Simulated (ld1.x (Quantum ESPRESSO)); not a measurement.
# Transferability test, PAW potential for Cr

ld1.x (Quantum ESPRESSO) 7.5 input, shortened:

```
&input
   title='Cr', zed=24., rel=1, dft='PBE', iswitch=3,
   config='[Ar] 3d5 4s0.5 4p0.5 4f-2'
 /
 &inputp
   pseudotype=3, lpaw=.true., tm=.true., lloc=-1, rcloc=1.65,
   nlcc=.true., new_core_ps=.true., rcore=0.80,
   which_augfun='PSQ', rmatch_augfun_nc=.true.
 /
8
4S  1  0   0.50   0.00  2.25  2.50  0.0
4S  1  0   0.00   0.80  2.25  2.50  0.0
4P  2  1   0.50   0.00  3.15  3.35  0.0
4P  2  1   0.00   1.65  3.15  3.35  0.0
3D  3  2   5.00   0.00  0.95  1.05  0.0
3D  3  2   0.00   3.55  0.95  1.05  0.0
4F  4  3  -2.00   0.30  3.30  3.50  0.0
4F  4  3  -2.00   2.00  3.30  3.50  0.0
 &test
   configts(1)='3d5 4s0.5 4p0.5'
 /
```

Energies are relative to the spin-unpolarised reference configuration 3d5 4s0.5 4p0.5; without spin polarisation the order of configurations can differ from experiment. The frozen-core shift is the all-electron ΔE with the core orbitals held at their reference shape minus the fully relaxed ΔE.

| valence configuration | charge | ΔE all-electron (eV) | error AE − PS (meV) | frozen-core shift (meV) |
| --- | --- | --- | --- | --- |
| 3d5 4s1 4p0 | 0 | -1.534 | 0.0 | +0.2 |
| 3d5 4s0 4p0 | +1 | 5.367 | -4.5 | +4.2 |
| 3d4 4s0 4p0 | +2 | 21.420 | -108 | n/a |
| 3d5.5 4s0.5 4p0 | 0 | -0.808 | -5.6 | +6.5 |
| 3d5 4s0.5 4p0 | +0.5 | 1.173 | -0.7 | +0.7 |

Task: What are ΔE and the potential's error for 3d2 4s0 4p0?

Result: ΔE = 100.529 eV all-electron; the error (AE − PS) is -3306 meV.

Task: What are ΔE and the potential's error for 3d4 4s1 4p0?

Result: ΔE = 6.453 eV all-electron; the error (AE − PS) is +55 meV.
